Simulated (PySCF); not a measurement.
## `O=C([O-])c1sccc1F`: 4 charge schemes on one density

C₅H₂FO₂S (charge -1).
Structure used (GFN2-xTB), in Å, numbered top down from 1:
```
atom  x, y, z in Å
O1     3.052    0.291    0.122
C2     2.180   -0.555   -0.045
O3     2.247   -1.779   -0.256
C4     0.693   -0.124   -0.006
S5    -0.271   -1.524   -0.274
C6    -1.729   -0.605   -0.151
C7    -1.490    0.710    0.086
C8    -0.099    0.970    0.165
F9     0.346    2.229    0.394
H10   -2.682   -1.085   -0.261
H11   -2.241    1.474    0.202
```

Density: PBE0/pcSseg-1 (PySCF); schemes: Mulliken, IAO, Hirshfeld and ESP-fitted. Isolated species at its GFN2-xTB geometry, gas phase. The pcSseg-1 basis has no diffuse functions, a weakness for an anion.

Question: Atoms with like bonding are taken together and averaged. Which atoms carry the highest charge in the Mulliken, IAO, Hirshfeld and ESP-fitted schemes?

Answer: All schemes agree: Mulliken C2 (+0.594); IAO C2 (+0.514); Hirshfeld C2 (+0.097); ESP-fitted C2 (+0.708).

Question: At which atom do the 4 schemes differ most?

Answer: At C2: from +0.097 (Hirshfeld) to +0.708 e (ESP-fitted), 0.611 e apart.

Question: Do the Mulliken, IAO, Hirshfeld and ESP-fitted schemes agree on where the charge is lowest?

Answer: The schemes don't all agree: Mulliken C4 (-0.592); IAO O1/O3 (-0.634); Hirshfeld O1/O3 (-0.412); ESP-fitted O1/O3 (-0.684).

Question: Give the atomic charges in each scheme.

Answer: In e; atoms taken as equivalent share a row and are averaged (×n: the atom named and its like, n in all):

```json
{"atom": "O1/O3", "environment": "carboxylate oxygen", "Mulliken": "-0.553", "IAO": "-0.634", "Hirshfeld": "-0.412", "ESP-fitted": "-0.684"}
{"atom": "C2", "environment": "carboxylate carbon", "Mulliken": "+0.594", "IAO": "+0.514", "Hirshfeld": "+0.097", "ESP-fitted": "+0.708"}
{"atom": "C4", "environment": "substituted aromatic carbon", "Mulliken": "-0.592", "IAO": "-0.266", "Hirshfeld": "-0.081", "ESP-fitted": "-0.147"}
{"atom": "S5", "environment": "thiophene-type sulfur", "Mulliken": "+0.299", "IAO": "+0.379", "Hirshfeld": "+0.066", "ESP-fitted": "+0.030"}
{"atom": "C6", "environment": "aromatic CH next to a ring sulfur", "Mulliken": "-0.298", "IAO": "-0.359", "Hirshfeld": "-0.124", "ESP-fitted": "-0.348"}
{"atom": "C7", "environment": "aromatic CH carbon", "Mulliken": "-0.123", "IAO": "-0.241", "Hirshfeld": "-0.121", "ESP-fitted": "-0.321"}
{"atom": "C8", "environment": "aromatic C–F carbon", "Mulliken": "+0.373", "IAO": "+0.236", "Hirshfeld": "+0.037", "ESP-fitted": "+0.273"}
{"atom": "F9", "environment": "aryl fluorine", "Mulliken": "-0.294", "IAO": "-0.281", "Hirshfeld": "-0.110", "ESP-fitted": "-0.205"}
{"atom": "H10", "environment": "aromatic hydrogen", "Mulliken": "+0.083", "IAO": "+0.145", "Hirshfeld": "+0.028", "ESP-fitted": "+0.203"}
{"atom": "H11", "environment": "aromatic hydrogen", "Mulliken": "+0.064", "IAO": "+0.142", "Hirshfeld": "+0.032", "ESP-fitted": "+0.175"}
```

Mean size of the charges over all atoms: IAO 0.348 e, Mulliken 0.348 e, ESP-fitted 0.343 e, Hirshfeld 0.138 e. Each set sums to the total charge, -1, to within 0.001 e. The ESP scheme is a least-squares fit of atom-centred charges to the potential on four shells outside the van der Waals surface, with the total charge fixed. The IAO scheme counts the electrons in orthogonalised intrinsic atomic orbitals, a minimal basis polarised so that it spans the occupied orbitals exactly.

Some averages cover members that differ in this geometry: O1/O3, Mulliken -0.578 to -0.528; O1/O3, IAO -0.655 to -0.614 e.

Question: Sum the charges by element, for elements with more than one atom.

Answer: 
```
element  atoms  Mulliken     IAO  Hirshfeld  ESP-fitted
      O      2    -1.106  -1.269     -0.824      -1.368
      C      5    -0.045  -0.115     -0.192      +0.166
      H      2    +0.147  +0.287     +0.060      +0.377
```

Question: How many electrons does the Mulliken scheme count on C2?

Answer: Z − q = 6 − (+0.594) = 5.406.

Question: How closely do the schemes follow one another over all atoms?

Answer: Correlation coefficient and root-mean-square difference: Mulliken with IAO 0.94, 0.127 e; IAO with ESP-fitted 0.94, 0.134 e; IAO with Hirshfeld 0.93, 0.228 e; Hirshfeld with ESP-fitted 0.91, 0.258 e; Mulliken with ESP-fitted 0.88, 0.192 e; Mulliken with Hirshfeld 0.82, 0.267 e.
